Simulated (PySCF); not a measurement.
Computed IR spectrum (relative IR intensity) of a molecule C3H8OSi. Geometry optimised at r2SCAN-D4/def2-SVP. The values are those of a single conformer. Level of theory: r2SCAN-D4/def2-SVP (PySCF). Frequencies are harmonic and unscaled.

Lines under 2 % of the strongest are left out, and lines within 2 cm⁻¹ are merged.

ν (cm⁻¹): 225 (vw), 305 (m), 429 (w), 469 (w), 577 (w), 669 (w), 726 (w), 840 (w), 923 (vs), 937 (m), 951 (m), 1010 (w), 1025 (w), 1038 (w), 1164 (vw), 1225 (m), 1272 (m), 1301 (w), 1398 (w), 1464 (w), 2209 (s), 2226 (m), 2232 (m), 3088 (m), 3115 (w), 3812 (m) (against the strongest line: vs over 80 %, s over 45 %, m over 15 %, w over 4 %, vw less)

**Question.** Which structure fits?
A) O[C@H]1C[C@H]1[SiH3]
B) C/C=C/O[SiH3]
C) O[SiH]1CCC1
D) C[SiH2]CC=O

**Answer.** A, O[C@H]1C[C@H]1[SiH3]
